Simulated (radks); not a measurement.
Values are calculated unless marked as measured or tabulated.
Problem. All-electron atom: the potassium ion K11+ in [He] 2s2 2p4 (the NIST ground configuration). Level of theory: scalar-relativistic Kohn-Sham, Slater X-alpha with alpha = 0.912, spin-polarised, spherical densities, finite nucleus; open shells are filled with parallel spins first; Fermi nuclear charge, rms radius 3.4349 fm (a radial shooting solver on a logarithmic mesh with Libxc functionals). Some entries of the table are withheld. Estimate them.

orbital,occ.,eigenvalue (eV),r(max) (bohr)
1s up,1,-3954.686,0.05291
1s down,1,-3944.623,0.05285
2s up,1,(1),(2)
2s down,1,(3),(4)
2p up,3,-631.4988,(5)
2p down,1,-612.8648,(6)

Solution. 
(1) 2s up eigenvalue (eV): -692.2324
(2) 2s up r(max) (bohr): 0.3054
(3) 2s down eigenvalue (eV): -676.3061
(4) 2s down r(max) (bohr): 0.3071
(5) 2p up r(max) (bohr): 0.2468
(6) 2p down r(max) (bohr): 0.2489
